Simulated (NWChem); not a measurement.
CNO anion

```xyz
3

N      0.0000     0.0000     1.2618
C      0.0000     0.0000     0.0709
O      0.0000     0.0000    -1.1594
```
Atoms are numbered in this order, from 1.

Results from NWChem. Structure relaxed at the B3LYP/def2-SVPD level. Level: PBE0/aug-cc-pVDZ with SMD (1 M gas to 1 M solution), gas-phase geometry. Reactions with the solvent are ignored.

### Question
Order these by “cavity-dispersion-structure term (kcal/mol)”, lowest first: acetonitrile; ethylene glycol; ethanol.

### Answer
acetonitrile (2.1), ethanol (4.6), ethylene glycol (7.5)
